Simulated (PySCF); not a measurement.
dibromo(fluoro)methane (CHBr2F), SMILES FC(Br)Br.

Geometry: PBE0-D3(BJ)/def2-SVP.

Calculation: TDA-LC-ωPBE/def2-SVPD (PySCF).

Vertical excitations.  State labels are in the subgroup Cs.

| state | symmetry | energy (eV) | λ (nm) | f | main pairs |
|---|---|---|---|---|---|
| S1 | A" | 5.91 | 210 | 0.012 | HOMO→LUMO 81 % |
| S2 | A" | 6.22 | 199 | 0.001 | HOMO−1→LUMO 77 % |
| S3 | A' | 6.24 | 199 | 0.001 | HOMO−2→LUMO 73 % |
| S4 | A' | 6.60 | 188 | 0.000 | HOMO−3→LUMO 56 %, HOMO→LUMO+1 20 %, HOMO→LUMO+4 9 % |
| S5 | A' | 7.93 | 156 | 0.002 | HOMO→LUMO+1 37 %, HOMO−3→LUMO 18 %, HOMO−2→LUMO 12 %, HOMO→LUMO+4 10 % |
| S6 | A" | 8.26 | 150 | 0.057 | HOMO−2→LUMO+1 50 %, HOMO−2→LUMO+4 13 %, HOMO−1→LUMO 9 % |
| S7 | A' | 8.36 | 148 | 0.019 | HOMO−1→LUMO+1 47 %, HOMO−3→LUMO 16 %, HOMO−1→LUMO+4 12 % |
| S8 | A" | 8.60 | 144 | 0.040 | HOMO→LUMO+2 45 %, HOMO−3→LUMO+1 28 % |
| S9 | A" | 8.81 | 141 | 0.003 | HOMO−4→LUMO 43 %, HOMO→LUMO+2 15 %, HOMO−3→LUMO+1 12 %, HOMO−3→LUMO+4 9 % |
| S10 | A" | 8.94 | 139 | 0.461 | HOMO−4→LUMO 30 %, HOMO−1→LUMO+2 16 %, HOMO→LUMO+2 10 %, HOMO−3→LUMO+1 9 % |
| T1 | A" | 5.09 | 244 | 0 | HOMO→LUMO 78 % |
| T2 | A' | 5.40 | 229 | 0 | HOMO−2→LUMO 69 % |
| T3 | A" | 5.41 | 229 | 0 | HOMO−1→LUMO 69 % |
| T4 | A' | 5.69 | 218 | 0 | HOMO−3→LUMO 54 %, HOMO→LUMO+1 15 %, HOMO→LUMO+4 9 % |
Triplets are in the Tamm–Dancoff approximation.
